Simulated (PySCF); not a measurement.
# `B[Si@H]1C[C@]1(F)C(C)C`, C5H12BFSi

Molfile (atoms numbered from 1):
```
C5H12BFSi
     RDKit          3D

 20 20  0  0  0  0  0  0  0  0999 V2000
    3.2767    1.1196   -0.2898 B   0  0  0  0  0  0  0  0  0  0  0  0
    1.7974    0.1713   -1.0077 Si  0  0  1  0  0  4  0  0  0  0  0  0
    1.1366   -1.3991   -0.1090 C   0  0  0  0  0  0  0  0  0  0  0  0
    0.2864   -0.2069    0.1609 C   0  0  1  0  0  0  0  0  0  0  0  0
    0.4064    0.2796    1.4486 F   0  0  0  0  0  0  0  0  0  0  0  0
   -1.1435   -0.1430   -0.3214 C   0  0  0  0  0  0  0  0  0  0  0  0
   -2.0468   -0.9853    0.5828 C   0  0  0  0  0  0  0  0  0  0  0  0
   -1.6252    1.3056   -0.3726 C   0  0  0  0  0  0  0  0  0  0  0  0
    3.9240    1.8194   -0.9703 H   0  0  0  0  0  0  0  0  0  0  0  0
    3.5654    1.0398    0.8413 H   0  0  0  0  0  0  0  0  0  0  0  0
    1.2408    0.1127   -2.3678 H   0  0  0  0  0  0  0  0  0  0  0  0
    0.6792   -2.1866   -0.6883 H   0  0  0  0  0  0  0  0  0  0  0  0
    1.6895   -1.7730    0.7400 H   0  0  0  0  0  0  0  0  0  0  0  0
   -1.1590   -0.5619   -1.3326 H   0  0  0  0  0  0  0  0  0  0  0  0
   -2.0106   -0.6071    1.6018 H   0  0  0  0  0  0  0  0  0  0  0  0
   -3.0753   -0.9439    0.2324 H   0  0  0  0  0  0  0  0  0  0  0  0
   -1.7213   -2.0232    0.5872 H   0  0  0  0  0  0  0  0  0  0  0  0
   -1.0004    1.8876   -1.0474 H   0  0  0  0  0  0  0  0  0  0  0  0
   -1.5708    1.7505    0.6184 H   0  0  0  0  0  0  0  0  0  0  0  0
   -2.6547    1.3547   -0.7191 H   0  0  0  0  0  0  0  0  0  0  0  0
  1  2  1  0
  2  3  1  0
  3  4  1  0
  4  5  1  1
  4  6  1  0
  6  7  1  0
  6  8  1  0
  4  2  1  0
  1  9  1  0
  1 10  1  0
  2 11  1  6
  3 12  1  0
  3 13  1  0
  6 14  1  0
  7 15  1  0
  7 16  1  0
  7 17  1  0
  8 18  1  0
  8 19  1  0
  8 20  1  0
M  END
```

Computed, not measured: PySCF, TDDFT CAM-B3LYP/def2-SVPD circular dichroism and optical rotation, one conformer, gas phase. Geometry: GFN2-xTB.

The molecule is flexible and this is one conformer; a measurement averages over conformers.

**Question.** Draw the ECD and absorption spectra from the lowest 8 states, each a Gaussian of half-width 0.2 eV at 1/e height.

**Answer.** 
| E (eV) | λ (nm) | Δε (L mol⁻¹ cm⁻¹) | ε (L mol⁻¹ cm⁻¹) |
| --- | --- | --- | --- |
| 3.37 | 367 | -0.01 | 38.3 |
| 3.52 | 352 | -0.18 | 927 |
| 3.67 | 337 | -1.45 | 7290 |
| 3.82 | 324 | -3.71 | 18600 |
| 3.97 | 312 | -3.07 | 15400 |
| 4.12 | 301 | -0.80 | 4160 |
| 4.27 | 290 | +0.59 | 464 |
| 4.42 | 280 | +5.19 | 794 |
| 4.57 | 271 | +13.13 | 1980 |
| 4.72 | 262 | +10.76 | 1630 |
| 4.87 | 254 | +2.29 | 448 |
| 5.02 | 247 | -4.77 | 161 |
| 5.17 | 240 | -13.89 | 343 |
| 5.32 | 233 | -12.50 | 308 |
| 5.47 | 226 | -3.38 | 91.9 |
| 5.62 | 220 | +3.02 | 35.1 |
| 5.77 | 215 | +13.52 | 110 |
| 5.92 | 209 | +17.42 | 194 |
| 6.07 | 204 | +5.74 | 405 |
| 6.22 | 199 | -5.42 | 1360 |
| 6.37 | 194 | -18.38 | 4110 |
| 6.52 | 190 | -23.56 | 6240 |
| 6.67 | 186 | -7.35 | 6050 |
| 6.82 | 182 | +6.73 | 5400 |

Δε uses R in velocity form, ε uses f in length form. Only the states computed contribute, so the short-wavelength end is incomplete.
